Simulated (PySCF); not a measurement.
**How methods differ on the ionisation energy of Cs(43+)**

Cs(43+) [Ne] 3s2 (1S) → Cs(44+) [Ne] 3s1 (2S), as a difference of total energies. All numbers are calculated (PySCF 2.14, scalar relativity by spin-free X2C-1e, in an uncontracted even-tempered set (20 s from 8.8 bohr⁻², ratio 2.2; 14 p from 11 bohr⁻², ratio 2.2; 5 d from 42 bohr⁻², ratio 2.4; 4 f from 63 bohr⁻², ratio 2.4; 4 g from 95 bohr⁻², ratio 2.4)). Correlated levels: outer shells: 1s2 frozen; virtual orbitals above 40 to 60 times the deepest correlated orbital energy dropped. The calculations carry no spin-orbit coupling.

```tsv
method	ionisation energy (eV)
UHF	3395.0
LDA	3399.3
PBE0	3400.3
r2SCAN	3395.0
r2SCANh	3395.2
TPSSh	3399.3
MP2 (outer shells)	3398.5
```

Task: Estimate what PBE gives.

Result: 3401.7 eV, closest to PBE0 among the rows shown.

Task: Estimate what SCS-MP2 (outer shells) gives.

Result: 3398.9 eV, closest to TPSSh among the rows shown.

Breit and QED terms and the two-electron picture change are absent.

For comparison: 3392 ± 4 eV (theoretical estimate listed by NIST; NIST Atomic Spectra Database, ionization energies).
